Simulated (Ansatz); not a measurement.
The same molecule with X = Al, Ga, In. Ansatz, PBE0-D4/def2-TZVP geometries, multiplicity 1.

Elements past krypton have def2 core potentials. Scalar relativity is left out up to krypton.

| X | molecule | mean X–Br bond length / Å | mean X–C bond length / Å | HOMO energy (PBE0/def2-TZVPP) / eV | LUMO energy (ωB97M-V/def2-TZVPP) / eV | HOMO–LUMO gap (PBE0/def2-TZVPP) / eV |
| --- | --- | --- | --- | --- | --- | --- |
| Al | `[CH3][Al]([Br])[Br]` | 2.250 | 1.930 | -8.43 | 0.53 | 7.29 |
| In | `[CH3][In]([Br])[Br]` | 2.465 | 2.130 | -8.15 | -0.06 | 6.37 |

Question: Give the row for X = Ga, `[CH3][Ga]([Br])[Br]`. (Estimate.)

Answer: Computed: 
| X | molecule | mean X–Br bond length / Å | mean X–C bond length / Å | HOMO energy (PBE0/def2-TZVPP) / eV | LUMO energy (ωB97M-V/def2-TZVPP) / eV | HOMO–LUMO gap (PBE0/def2-TZVPP) / eV |
| --- | --- | --- | --- | --- | --- | --- |
| Ga | `[CH3][Ga]([Br])[Br]` | 2.285 | 1.947 | -8.29 | 0.34 | 6.91 |

From Al to In the mean X–Br bond length rises at each step, by 0.215 Å in all; the mean X–C bond length rises at each step, by 0.200 Å in all; the HOMO energy (PBE0/def2-TZVPP) rises at each step, by 0.28 eV in all; the LUMO energy (ωB97M-V/def2-TZVPP) falls at each step, by 0.59 eV in all; the HOMO–LUMO gap (PBE0/def2-TZVPP) falls at each step, by 0.92 eV in all. Bonds lengthen as the atom grows down the group.

Spin–orbit coupling is left out; it splits and shifts lone-pair levels of the heavy atoms by tenths of an eV.
